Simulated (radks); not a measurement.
Coulomb parameter of the 5d shell of the iridium ion Ir2+ in the model configuration [Xe] 4f14 5d6 6p1, as a second difference U = [E(n + 0.5) + E(n - 0.5) - 2 E(n)] / (0.5)^2 with all orbitals relaxed. "Bare": the charge of the atom changes with n. "Screened": the 6p shell takes up the change at fixed total charge, which measures U(5d,5d) + U(6p,6p) - 2 U(5d,6p). Calculated with a radial shooting solver on a logarithmic mesh with Libxc functionals: scalar-relativistic Kohn-Sham, r2SCAN, spin-unpolarised, spherical densities, finite nucleus; meta-GGA in the generalised Kohn-Sham scheme; Fermi nuclear charge, rms radius 5.4032 fm.

[
 {"case": "start", "configuration": "[Xe] 4f14 5d6 6p1", "E - E(n) (eV)": "0.000"},
 {"case": "bare +0.5", "configuration": "[Xe] 4f14 5d6.5 6p1", "E - E(n) (eV)": "-12.720"},
 {"case": "bare -0.5", "configuration": "[Xe] 4f14 5d5.5 6p1", "E - E(n) (eV)": "15.739"},
 {"case": "screened +0.5", "configuration": "[Xe] 4f14 5d6.5 6p0.5", "E - E(n) (eV)": "-6.266"},
 {"case": "screened -0.5", "configuration": "[Xe] 4f14 5d5.5 6p1.5", "E - E(n) (eV)": "6.785"}
]

U(bare) = 12.076 eV, U(screened by 6p) = 2.075 eV, against the Slater integral F0(5d,5d) = 15.773 eV with frozen orbitals.
